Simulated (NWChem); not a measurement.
BH₂SF; SMILES SBF

```xyz
5

B     -0.5213    -0.5939     0.0000
F      0.3068    -1.6389     0.0000
H     -1.7212    -0.7865     0.0000
S      0.2045     1.0605     0.0000
H     -0.9954     1.7027     0.0000
```
Atoms are numbered in this order, from 1.

All runs use the structure optimised with PBE-D3(BJ)/def2-SVP. B3LYP is NWChem's, with the RPA form of VWN correlation.

### Question
Split the isotropic spin-spin couplings (Hz) from B3LYP/6-31G** (spherical d) (NWChem) into Fermi-contact, spin-dipolar, paramagnetic and diamagnetic spin-orbit terms, for the pairs 1–2, 1–3, 2–3.

### Answer
```csv
pair,FC,SD,PSO,DSO,total
11B(1)–19F(2),-36.63,-2.83,-48.30,0.64,-87.13
11B(1)–1H(3),203.20,0.54,-0.82,1.03,203.95
19F(2)–1H(3),54.92,0.37,-5.47,-1.27,48.55
```
